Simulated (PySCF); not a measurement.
Bond energies at PBE0/def2-TZVPP beside a composite method

PySCF, lowest determinants of a PBE0 search. The composite is CCSD(T) extrapolated to the basis-set limit from two correlation-consistent sets, with core-valence (CV) and scalar-relativistic (SR) terms as its label shows; it has no spin–orbit coupling and nothing beyond (T).

```csv
species,state (unpaired electrons),De PBE0 (eV),De composite (eV),composite,dissociates to
AuH,singlet (closed shell),2.98,3.21,CCSD(T)/CBS(TQ)+CV,H + Au (5d10 6s1)
NaI,singlet (closed shell),3.23,3.34,CCSD(T)/CBS(DT)+CV,Na + I
BBr,singlet (closed shell),4.58,4.58,CCSD(T)/CBS(TQ)+CV,B + Br
InCl,singlet (closed shell),4.58,4.61,CCSD(T)/CBS(DT)+CV,In + Cl
SbO,doublet (π ↑),3.90,4.16,CCSD(T)/CBS(DT),Sb + O
O2,triplet (π ↑↑),5.40,5.19,CCSD(T)/CBS(TQ)+CV+SR,O + O
SiH,doublet (π ↑),3.10,3.20,CCSD(T)/CBS(TQ)+CV+SR,Si + H
MnH,"septet (σ ↑↑, π ↑↑, δ ↑↑)",1.86,1.66,CCSD(T)/CBS(TQ)+CV+SR,Mn (3d5 4s2) + H
```

Does PBE0 bind more or less than the composite, by how much on average, and where is the difference largest?

PBE0/def2-TZVPP binds less on average, method and basis taken together: the mean signed difference is -0.04 eV and the mean absolute one 0.14 eV; it is largest for SbO (-0.26 eV).

The molecules are drawn from runs that passed checks on state, spin purity and fit, so the hardest cases are missing and the errors look smaller than over all diatomics.

Correlated steps freeze the inner cores (2 to 10 orbitals); shallow outer-core shells are correlated. The metal atom is held in its measured ground configuration; semilocal functionals can put another filling of s and d lower by some tenths of an eV, and De to that atom would be smaller. Spin–orbit coupling is left out, which matters for elements this heavy, above all for dissociation energies. Where the molecule has an RHF reference, its open-shell atoms are computed with UHF. The CCSD T1 diagnostic is raised in AuH, a sign that a single reference may not be enough there. States were picked by a PBE0 search and need not be the measured ground states.
